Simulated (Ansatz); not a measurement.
Cost and result for the atomization energy of C2H4FNOSi (`F[SiH]1COC=N1`) (10 atoms, 10 bonds).

| atom | x (Å) | y (Å) | z (Å) |
| --- | --- | --- | --- |
| F1 | -0.613 | 2.310 | 0.331 |
| Si2 | -0.608 | 0.908 | -0.428 |
| C3 | 1.064 | 0.031 | -0.298 |
| O4 | 0.751 | -1.117 | 0.524 |
| C5 | -0.562 | -1.173 | 0.820 |
| N6 | -1.432 | -0.328 | 0.454 |
| H7 | -1.131 | 1.169 | -1.783 |
| H8 | 1.456 | -0.340 | -1.248 |
| H9 | 1.851 | 0.597 | 0.203 |
| H10 | -0.776 | -2.055 | 1.424 |

The species carries charge 0 and has multiplicity 1. Geometry: relaxed with PBE0-D4/def2-TZVP. Program: Ansatz. All runs use 4 threads of an Intel Xeon 6975P-C on a shared host. Times are those of one run each, without the atoms' runs, and a repeat can differ threefold. Electronic energies, without spin–orbit coupling; frozen cores. CCSD(T)/CBS adds CCSD(T) − MP2 in def2-TZVPP to the MP2 limit, and its time is that of the two runs behind it. T1 = 0.015. B3LYP takes the VWN-RPA correlation (the form of Gaussian; ORCA's B3LYP/G).

CCSD(T)/CBS is a level of theory with its own doubt, some kJ/mol a heavy atom from the limit and from the frozen cores, so smaller differences don't rank the functionals.

```tsv
level	functions	wall time
revPBE-D4/def2-TZVPP	253	1.2 s
BLYP-D4/def2-TZVPP	253	1.2 s
CAM-B3LYP-D4/def2-TZVPP	253	2.1 s
r2SCANh-D4/def2-TZVPP	253	2.6 s
B3LYP-D4/def2-TZVPP (with forces)	253	2.6 s
r2SCAN-D4/def2-TZVPP (with forces)	253	2.9 s
B2PLYP/def2-TZVPP	253	3.3 s
CCSD(T)/def2-SVP	108	3.6 s
B97M-V/def2-TZVPP	253	4.3 s
ωB97M-V/def2-TZVPP (with forces)	253	5.5 s
MP2/def2-QZVPP	475	13 s
CCSD(T)/def2-TZVPP	253	49 s
CCSD(T)/CBS(def2)	–	62 s
```

What atomization energy does each give, and how far from CCSD(T)/CBS? (An estimate is asked.)

The calculation gave: 
```json
{"level": "revPBE-D4/def2-TZVPP", "atomization (kJ/mol)": "4185.6", "difference from CCSD(T)/CBS": "8.4", "per bond": "0.8"}
{"level": "BLYP-D4/def2-TZVPP", "atomization (kJ/mol)": "4201.2", "difference from CCSD(T)/CBS": "24.0", "per bond": "2.4"}
{"level": "CAM-B3LYP-D4/def2-TZVPP", "atomization (kJ/mol)": "4201.7", "difference from CCSD(T)/CBS": "24.5", "per bond": "2.5"}
{"level": "r2SCANh-D4/def2-TZVPP", "atomization (kJ/mol)": "4150.1", "difference from CCSD(T)/CBS": "-27.1", "per bond": "-2.7"}
{"level": "B3LYP-D4/def2-TZVPP (with forces)", "atomization (kJ/mol)": "4172.7", "difference from CCSD(T)/CBS": "-4.5", "per bond": "-0.4"}
{"level": "r2SCAN-D4/def2-TZVPP (with forces)", "atomization (kJ/mol)": "4192.4", "difference from CCSD(T)/CBS": "15.2", "per bond": "1.5"}
{"level": "B2PLYP/def2-TZVPP", "atomization (kJ/mol)": "4137.3", "difference from CCSD(T)/CBS": "-39.9", "per bond": "-4.0"}
{"level": "CCSD(T)/def2-SVP", "atomization (kJ/mol)": "3888.0", "difference from CCSD(T)/CBS": "-289.2", "per bond": "-28.9"}
{"level": "B97M-V/def2-TZVPP", "atomization (kJ/mol)": "4183.9", "difference from CCSD(T)/CBS": "6.7", "per bond": "0.7"}
{"level": "ωB97M-V/def2-TZVPP (with forces)", "atomization (kJ/mol)": "4198.1", "difference from CCSD(T)/CBS": "20.9", "per bond": "2.1"}
{"level": "MP2/def2-QZVPP", "atomization (kJ/mol)": "4254.0", "difference from CCSD(T)/CBS": "76.8", "per bond": "7.7"}
{"level": "CCSD(T)/def2-TZVPP", "atomization (kJ/mol)": "4046.8", "difference from CCSD(T)/CBS": "-130.4", "per bond": "-13.0"}
{"level": "CCSD(T)/CBS(def2)", "atomization (kJ/mol)": "4177.2", "difference from CCSD(T)/CBS": "0.0", "per bond": "0.0"}
```

From r2SCAN to r2SCAN0 (25 % exact exchange), in def2-TZVPP and without D4, the atomization energy moves by −103.7 kJ/mol: exact exchange takes away binding that semilocal exchange gives to molecules. In def2-TZVPP, CCSD(T) changes the Hartree–Fock value by +1150.6 kJ/mol (the triples alone add +84.7 kJ/mol) and MP2 by +1279.4 kJ/mol; breaking electron pairs costs correlation energy, which Hartree–Fock lacks. The D4 term adds +36.8 kJ/mol with B3LYP and +19.0 kJ/mol with PBE0; it sums over pairs of atoms, weighted by their polarisabilities, and B3LYP, whose exchange is more repulsive, gets the larger term.
